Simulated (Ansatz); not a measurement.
Pulling on the B1–H2 bond in BH2I (SMILES BI) (multiplicity 1 held, fragments rigid). Energies count from the point at 1.183 Å.
Geometry at that point (charge 0, multiplicity 1):
```xyz
4

B     -1.00687    -1.52824     0.26334
H     -0.62513    -2.30508     1.06916
H     -1.98652    -1.65891    -0.38610
I      0.14426     0.21897    -0.03773
```

R- and RO- levels are restricted; in cc, def2 and unpolarised 6-31G sets they are followed outwards from rest. U- levels take the lowest unrestricted solution at each point, which mixes spins at long bonds. Active spaces are followed from a long bond inwards. Levels need not reach the same state.

Cores are frozen in the correlated methods. Filled d and f shells under p-block atoms count as core.

Run with Ansatz (Gaussian orbitals).  In def2 rows elements past Kr take small-core potentials, without spin–orbit coupling.

Energies in eV.

```
R (Å)  U-PBE/def2-TZVPP  R-r2SCAN/def2-TZVPP  U-wB97X-V/def2-TZVPP  FIC-MRCISD+Q on CASSCF(2,2)/def2-TZVPP
-----  ----------------  -------------------  --------------------  --------------------------------------
0.946              1.12                 1.09                  1.11                                    1.09
1.064              0.24                 0.22                  0.23                                    0.22
1.183              0.00                 0.00                  0.00                                    0.00
1.301              0.11                 0.13                  0.13                                    0.14
1.419              0.42                 0.46                  0.47                                    0.47
1.597              1.03                 1.11                  1.14                                    1.12
1.774              1.70                 1.81                  1.88                                    1.82
2.070              2.73                 2.90                  3.07                                     ___
2.365              3.58                 3.79                  3.99                                    3.61
2.720              4.17                 4.60                  4.48                                     ___
3.193              4.43                 5.33                  4.69                                     ___
3.784              4.50                 5.86                  4.75                                    4.66
```

Fill in the missing entries.


- 3.193, FIC-MRCISD+Q on CASSCF(2,2)/def2-TZVPP: 4.53
- 2.720, FIC-MRCISD+Q on CASSCF(2,2)/def2-TZVPP: 4.19
- 2.070, FIC-MRCISD+Q on CASSCF(2,2)/def2-TZVPP: 2.84

Doubts at one or more of the structures used: a spin-contaminated determinant (U-PBE/def2-TZVPP, U-wB97X-V/def2-TZVPP); a restricted determinant that unrestricted orbitals would lower (R-r2SCAN/def2-TZVPP).

Ansatz is a quantum-chemistry and plane-wave program.
